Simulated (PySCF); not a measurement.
# Selenium: a sound run and one with changed settings

Sound run: Se [Ar] 3d10 4s2 4p4, Se⁺ [Ar] 3d10 4s2 4p3. Computed with PySCF 2.14 in jorge-DZP-DKH, with scalar relativity by spin-free X2C-1e. In the sound run the correlated levels freeze [Ar] 3d10. The sound run starts from symmetry-adapted Hartree-Fock orbitals and uses a fine grid where one is needed.

A second run was set up differently.

```csv
species,method,sound run (hartree),changed run (hartree),converged
Se,UHF,-2427.93281,-2427.93281,yes
Se,r2SCAN,-2429.64846,-2429.64846,yes
Se,TPSS,-2429.60508,-2429.60508,yes
Se,MP2,-2427.96561,-2427.94820,yes
Se,CCSD(T),-2427.97231,-2427.97231,yes
Se⁺,UHF,-2427.62254,-2427.62254,yes
Se⁺,r2SCAN,-2429.29498,-2429.29498,yes
Se⁺,TPSS,-2429.25374,-2429.25374,yes
Se⁺,MP2,-2427.64960,-2427.63562,yes
Se⁺,CCSD(T),-2427.65543,-2427.65543,yes
```

Ionisation energy of Se:

```
 method  sound run (eV)  changed run (eV)
    UHF           8.443             8.443
 r2SCAN           9.619             9.619
   TPSS           9.560             9.560
    MP2           8.599             8.506
SCS-MP2           8.611             8.512
   CCSD           8.620             8.620
CCSD(T)           8.623             8.623
```

Q: What was changed?
A. minimal basis
B. angular grid far too coarse
C. level shift left on
D. a valence shell is frozen

A: C. It used initial guess atom, at most 50 SCF cycles, level shift 2.0 hartree. A level shift leaves the converged SCF energy unchanged but raises the virtual orbital energies, which shrinks MP2 if it is not removed.
